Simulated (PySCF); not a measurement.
AlClH4O2Si.

```xyz
9

Si    -1.2958    -0.4121    -0.1810
Cl    -1.6559     1.6640    -0.2385
Al     1.1094    -0.6232     0.1581
O      1.7630    -2.1922     0.2650
O      2.1442     0.7284     0.2900
H     -1.8021    -0.9830    -1.4605
H     -2.1364    -0.9756     0.9123
H      2.6972    -2.3949     0.3956
H      1.8530     1.6472     0.2456
```

Geometry: TPSSh-D3(BJ)/def2-SVP. The structure was generated by enumeration; whether it is a known compound was not checked. The values are those of a single conformer.

Calculation: PBE0/pcSseg-1 in PySCF. Non-relativistic, no solvent.

Give the absolute GIAO shielding of each atom: isotropic value and principal components (ppm). (The exact figures need the calculation; the answer reports its results.)


| atom | σ(iso) | σ11 | σ22 | σ33 | span |
|---|---|---|---|---|---|
| Si1 | 387.4 | 325.1 | 347.1 | 490.1 | 165.0 |
| Cl2 | 1062.3 | 986.7 | 1063.1 | 1137.0 | 150.2 |
| Al3 | 430.2 | 393.1 | 433.3 | 464.2 | 71.1 |
| O4 | 290.4 | 227.4 | 292.6 | 351.3 | 123.9 |
| O5 | 266.9 | 175.7 | 292.4 | 332.6 | 156.8 |
| H6 | 26.2 | 22.4 | 24.9 | 31.4 | 9.0 |
| H7 | 26.2 | 22.4 | 24.9 | 31.4 | 9.0 |
| H8 | 29.0 | 21.4 | 22.3 | 43.3 | 21.9 |
| H9 | 28.1 | 20.7 | 24.4 | 39.1 | 18.4 |
